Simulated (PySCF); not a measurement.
Relaxation of singlet [SnCl3]-

Computed with PySCF, PBE, basis Sn def2-SVPD with ECP28, Cl def2-SVPD (scalar-relativistic core potentials, no spin–orbit coupling, density fitting). A (50,194) grid was used.

A start displaced from a saddle point along its imaginary mode, of Cs symmetry, held to at least that symmetry:

Coordinates in bohr (charge -1 multiplicity 1):
```
Sn    0.0000   -0.3754   -0.2093
Cl    0.0000    0.3422    4.6710
Cl    4.7542    0.4724   -1.9767
Cl   -4.7542    0.4724   -1.9767
```

Optimiser trace:
```
step  E − E(last) (kJ/mol)  largest gradient (Eh/bohr)
   0                 54.98                     0.00724
   1                 38.71                     0.01090
   2                 24.01                     0.01436
   3                  7.73                     0.00788
   4                  1.10                     0.00389
   5                  0.35                     0.00311
   6                  0.05                     0.00088
   7                  0.01                     0.00098
   8                  0.00                     0.00003
```

It ends at C3v with Sn–Cl 2.545 Å (×3); Cl–Sn–Cl 99.1° (×3) (after a last refinement on a finer grid). The frequency run here used a shortcut that can spoil soft modes, so no verdict on minimum or saddle point is given. Other isomers or separated fragments may lie lower.

The relaxation took roughly 40 core-seconds on a shared host.
